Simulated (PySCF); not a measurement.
**Mayer bond orders and bond lengths**

Compound: C₆H₉N₃O.
Numbering: `[CH3:1][C:2](=[O:3])[c:4]1[n:5][n:6][c:7]([CH3:8])[n:9]1[CH3:10]` (hydrogens: H11, H12, H13 on C1; H14, H15, H16 on C8; H17, H18, H19 on C10)

Cartesian coordinates in Å at the GFN2-xTB level; atoms count from 1:
```
atom  x, y, z in Å
C1     3.2170    0.2591   -0.1609
C2     1.9577   -0.1464    0.5466
O3     1.9448   -0.7179    1.6185
C4     0.7335    0.2013   -0.1772
N5     0.6998    0.9230   -1.2770
N6    -0.5635    1.0685   -1.6495
C7    -1.3225    0.4392   -0.7832
C8    -2.7973    0.3539   -0.8176
N9    -0.5515   -0.1308    0.1803
C10   -1.0102   -0.9129    1.2931
H11    3.4965   -0.5449   -0.8412
H12    4.0197    0.3959    0.5589
H13    3.0487    1.1547   -0.7499
H14   -3.1611    0.9070   -1.6776
H15   -3.1183   -0.6847   -0.8937
H16   -3.2231    0.7785    0.0914
H17   -1.7086   -0.3283    1.8952
H18   -1.5179   -1.8110    0.9343
H19   -0.1537   -1.1951    1.9021
```

Bond orders from the PBE0/pcSseg-1 density (PySCF). The structure is a single GFN2-xTB conformer in the gas phase; no vibrational or solvent corrections.

(1) How far do the computed orders between heavy atoms stray from the drawn ones?

(2) Give the Mayer order of every bond, beside its length.

Results:

(1) The largest departure is 0.442, at N9–C4 (drawn aromatic, 1.058), counting aromatic bonds as 1.5. The bonds drawn aromatic range from 1.06 to 1.55.

(2) 
```tsv
bond	drawn as	length (Å)	Mayer order
C1–C2	single	1.500	1.033
C2–O3	double	1.215	1.933
C2–C4	single	1.464	0.962
C4–N5	aromatic	1.316	1.509
N5–N6	aromatic	1.325	1.278
N6–C7	aromatic	1.313	1.551
C7–C8	single	1.478	1.076
C7–N9	aromatic	1.359	1.162
N9–C10	single	1.435	0.902
N9–C4	aromatic	1.375	1.058
C1–H11	single	1.090	0.936
C1–H12	single	1.087	0.949
C1–H13	single	1.085	0.936
C8–H14	single	1.085	0.940
C8–H15	single	1.090	0.939
C8–H16	single	1.090	0.938
C10–H17	single	1.092	0.957
C10–H18	single	1.092	0.957
C10–H19	single	1.088	0.933
```

Bonds between the same two heavy elements. C–C: lowest C2–C4 (0.962, 1.464 Å), highest C7–C8 (1.076, 1.478 Å); in 2 of the 3 pairs the longer bond (by over 0.003 Å) has the higher order (by 0.02 or more). C–N: lowest N9–C10 (0.902, 1.435 Å), highest N6–C7 (1.551, 1.313 Å).

Problem. Sum the orders of all bonds at each heavy atom with more than one neighbour and set the sums beside the valence in the SMILES.

Solution. C1 3.854 (drawn 4), C2 3.928 (drawn 4), C4 3.529 (drawn 4), N5 2.787 (drawn 3), N6 2.829 (drawn 3), C7 3.789 (drawn 4), C8 3.893 (drawn 4), N9 3.122 (drawn 3), C10 3.749 (drawn 4). Orders between atoms that aren't bonded are not in these sums.

The Mayer order sums products of elements of PS (density times overlap matrix) between the two atoms' basis functions, so it depends on the basis set.
